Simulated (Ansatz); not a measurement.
`C[CH](F)[GeH3]` + HCl → `[Cl][GeH3]` + `CCF` at 500 K and 1 bar (ligand exchange at a Ge–C bond).

Computed with Ansatz on PBE0-D4/def2-TZVP structures; ΔE is electronic, products minus reactants. CBS: MP2 limit from def2 TZ/QZ plus the TZ coupled-cluster correction, frozen cores. This one scheme is used for every species. For Ge outer-core shells are correlated without core-valence functions, which leaves a few kJ/mol of doubt a bond. Scalar relativity is left out up to krypton.

```tsv
species	CCSD(T)/CBS energy (Eh)	H − E (kJ/mol)	S (J/(mol·K))
`C[CH](F)[GeH3]`	-2256.20184	255.3	392.9
HCl	-460.38127	32.5	201.9
`[Cl][GeH3]`	-2537.71925	89.2	296.4
`CCF`	-178.90141	205.5	299.6
```

H − E and S are ideal-gas, rigid-rotor, harmonic terms from PBE0-D4/def2-TZVP, for one conformer and one mirror image of each species. 1 Eh = 2625.50 kJ/mol, R = 8.31446 J/(mol·K).

Problem. By hand: ΔE, ΔH, ΔS and ΔG.

Solution. ΔE = (-2537.71925) + (-178.90141) − (-2256.20184) − (-460.38127) = -0.03755 Eh = -98.6 kJ/mol. Δ(H − E) = 89.2 + 205.5 − 255.3 − 32.5 = 6.9, so ΔH = -91.7 kJ/mol. ΔS = 296.4 + 299.6 − 392.9 − 201.9 = 1.2 J/(mol·K). ΔG = -91.7 − 500 × (1.2)/1000 = -92.3 kJ/mol.

Problem. By hand: the equilibrium constant, and the temperature at which ΔG would vanish if ΔH and ΔS stayed fixed.

Solution. log₁₀ K = −ΔG/(RT ln 10) = 9.6. ΔH and −TΔS have one sign here, so there is no such temperature. One of them is within its doubt of zero, so this could turn.

The number of gas molecules stays the same, so ΔS is small and ΔH decides. A doubt of 5 kJ/mol in ΔE shifts log₁₀ K by 0.5 here. Other conformers and mirror images would add mixing entropy, several J/(mol·K) or more a flexible species. These are equilibria of isolated gas molecules and say nothing of rates. Largest T1 diagnostic: 0.011 (customary marks: 0.02 for closed shells, 0.045 for open ones).
